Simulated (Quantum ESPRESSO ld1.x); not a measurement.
Q: These are the eigenvalues of the occupied orbitals of an atom or ion with whole-number occupations (eV). Method: Dirac Kohn-Sham, relativistic LDA (MacDonald-Vosko exchange, VWN5 correlation), spin-unpolarised, spherical densities, point nucleus; computed with ld1.x of Quantum ESPRESSO 7.5.

orbital  eigenvalue
1s1/2      -41883.0
2s1/2      -7047.50
2p1/2      -6688.43
2p3/2      -6211.12
3s1/2      -1797.67
3p1/2      -1643.85
3p3/2      -1548.70
3d3/2      -1278.74
3d5/2      -1258.07
4s1/2      -616.750
4p1/2      -557.394
4p3/2      -534.393
4d3/2      -435.073
4d5/2      -430.620

Which element is it, and in what charge state? The configuration may be excited. Open shells, if any, are shared by 2j + 1.

A: Z = 59, praseodymium, charge +16: Pr16+ in [Kr] 4d7. The list shows which subshells hold electrons but not how many an open one holds; the 1s level, -1539.2 hartree, gives Z - s = 55.5 by -(Z - s)^2/2, which with screening and relativity narrows Z to a few neighbours, and the depths of the outer levels then fix element, charge and occupations together.
